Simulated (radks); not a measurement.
Results of a calculation; reference values are marked as such.
Charge is removed step by step from the 5s1/2 level of the platinum ion Pt+, starting from [Xe] 4f14 5d9. Code: a radial shooting solver on a logarithmic mesh with Libxc functionals. Model: Dirac Kohn-Sham, PBE, spin-unpolarised, spherical densities, finite nucleus; open shells fill j = l - 1/2 first; Fermi nuclear charge, rms radius 5.427 fm.

removed (e),E - E(0) (eV),eigenvalue (eV),E minus straight line (eV)
0,0.000,-109.64,0.000
0.25,27.864,-113.30,-1.432
0.5,56.662,-117.10,-1.931
0.75,86.426,-121.03,-1.464
1,117.19,-125.07,0.000

Removing the whole electron costs 117.19 eV by Delta-SCF, against 109.64 eV from minus the eigenvalue at the starting occupation. Slater's transition state (half an electron removed) gives 117.10 eV. Integrating minus the eigenvalue over the occupation (Janak's theorem) gives 117.19 eV. The mean slope of the eigenvalue, de/dn, is 15.4 eV per electron.
